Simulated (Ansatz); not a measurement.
Start from `[OH][In]([SH])[SH]` and change one atom or group to get `[SH][In]([SH])[SH]`.

Ansatz, PBE0-D4/def2-TZVP geometries, multiplicity 1. Each molecule was computed in one conformer, which needn't be the lowest.

Elements past krypton have def2 core potentials.

```
                                                                                  property  `[OH][In]([SH])[SH]`
                                                         LUMO energy (PBE/def2-TZVPP) / eV                 -2.59
                                                     HOMO–LUMO gap (B3LYP/def2-TZVPP) / eV                  5.34
ideal-gas entropy at 298 K and 1 bar (rigid rotor, harmonic PBE0-D4/def2-TZVP) / J/(mol·K)                   375
                                                     LUMO energy (ωB97M-V/def2-TZVPP) / eV                  0.12
                                                        HOMO energy (PBE0/def2-TZVPP) / eV                 -7.65
                                            size of the dipole moment (PBE/def2-TZVPP) / D                  0.57
```

What does the change do to each property? (Best estimate.)

The calculation gave: 
| property | `[SH][In]([SH])[SH]` | shift |
| --- | --- | --- |
| LUMO energy (PBE/def2-TZVPP) / eV | -2.56 | 0.03 |
| HOMO–LUMO gap (B3LYP/def2-TZVPP) / eV | 5.35 | 0.01 |
| ideal-gas entropy at 298 K and 1 bar (rigid rotor, harmonic PBE0-D4/def2-TZVP) / J/(mol·K) | 381 | 6 |
| LUMO energy (ωB97M-V/def2-TZVPP) / eV | 0.14 | 0.02 |
| HOMO energy (PBE0/def2-TZVPP) / eV | -7.62 | 0.03 |
| size of the dipole moment (PBE/def2-TZVPP) / D | 0.02 | -0.55 |

B3LYP here is the variant with VWN-RPA as its local correlation; programs differ in this.
